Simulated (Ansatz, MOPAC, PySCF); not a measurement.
C$_{4}$H$_{10}$OTe, SMILES `CC(C)(C)[Te]O` (C–C–Te–O torsion 58°, C–Te–O–H torsion 94°), neutral singlet in the gas phase. In the def2 sets core potentials replace the inner electrons of Te.

Cartesian coordinates (Å):
```xyz
16

C      0.0515    -1.3054    -0.6679
C     -0.1858    -0.0686     0.1958
C     -0.2279     1.1938    -0.6617
C     -1.4299    -0.2054     1.0703
Te     1.5482     0.1035     1.5893
O      2.8998     0.1943     0.0818
H     -0.7388    -1.3799    -1.4376
H      0.0357    -2.2279    -0.0687
H      1.0240    -1.2427    -1.1790
H     -0.4146     2.0937    -0.0566
H     -1.0348     1.1095    -1.4127
H      0.7196     1.3283    -1.2056
H     -2.3235    -0.3064     0.4283
H     -1.5837     0.6786     1.7102
H     -1.3849    -1.1001     1.7120
H      3.0453     1.1348    -0.0979
```
Charge 0, spin multiplicity 1.

All levels are single points at this geometry (B3LYP-D3(BJ)/def2-SVP); Pople sets use spherical d functions. Orbital energies aren't observables, and empty levels follow the basis.

```json
[
 {"level": "B3LYP-D3(BJ)/def2-TZVP in Ansatz", "HOMO (eV)": "-5.74", "LUMO (eV)": "-1.82", "gap (eV)": "3.92", "dipole (D)": "2.18", "vertical IE, Delta-SCF (eV)": "7.98"},
 {"level": "CAM-B3LYP-D3(BJ)/def2-TZVP in Ansatz", "HOMO (eV)": "-7.23", "LUMO (eV)": "-0.55", "gap (eV)": "6.68", "dipole (D)": "2.25", "vertical IE, Delta-SCF (eV)": "–"},
 {"level": "PBE-D3(BJ)/def2-TZVP in Ansatz", "HOMO (eV)": "-4.87", "LUMO (eV)": "-2.46", "gap (eV)": "2.41", "dipole (D)": "2.04", "vertical IE, Delta-SCF (eV)": "7.81"},
 {"level": "B3LYP/6-31G* (LANL2DZ on Te) in PySCF", "HOMO (eV)": "-5.63", "LUMO (eV)": "-1.46", "gap (eV)": "4.17", "dipole (D)": "2.34", "vertical IE, Delta-SCF (eV)": "7.97"},
 {"level": "HF/6-31G* (LANL2DZ on Te) in PySCF", "HOMO (eV)": "-8.21", "LUMO (eV)": "2.15", "gap (eV)": "10.36", "dipole (D)": "2.83", "vertical IE, Delta-SCF (eV)": "7.22"},
 {"level": "AM1 in MOPAC", "HOMO (eV)": "-7.08", "LUMO (eV)": "-0.27", "gap (eV)": "6.81", "dipole (D)": "2.13", "vertical IE, Delta-SCF (eV)": "–"},
 {"level": "PM3 in MOPAC", "HOMO (eV)": "-8.80", "LUMO (eV)": "-1.29", "gap (eV)": "7.51", "dipole (D)": "3.22", "vertical IE, Delta-SCF (eV)": "–"},
 {"level": "PM6 in MOPAC", "HOMO (eV)": "-8.40", "LUMO (eV)": "-0.91", "gap (eV)": "7.49", "dipole (D)": "4.18", "vertical IE, Delta-SCF (eV)": "–"},
 {"level": "PM7 in MOPAC", "HOMO (eV)": "-7.47", "LUMO (eV)": "0.92", "gap (eV)": "8.38", "dipole (D)": "3.15", "vertical IE, Delta-SCF (eV)": "–"}
]
```

Ansatz is an electronic-structure program.
